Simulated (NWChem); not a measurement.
# GeH2I2; SMILES [I][GeH2][I]

def2 effective core potentials on I; no spin-orbit coupling.

Question: Give the equilibrium geometry at PBE0/def2-SVP with def2 effective core potentials on I (NWChem) as an XYZ file, with the point group.

Answer: point group C2v; any orientation.
```
5

Ge     0.0000     0.0000    -1.0602
I     -2.0688     0.0000     0.3654
I      2.0688     0.0000     0.3654
H      0.0000     1.2832    -1.9001
H      0.0000    -1.2832    -1.9001
```
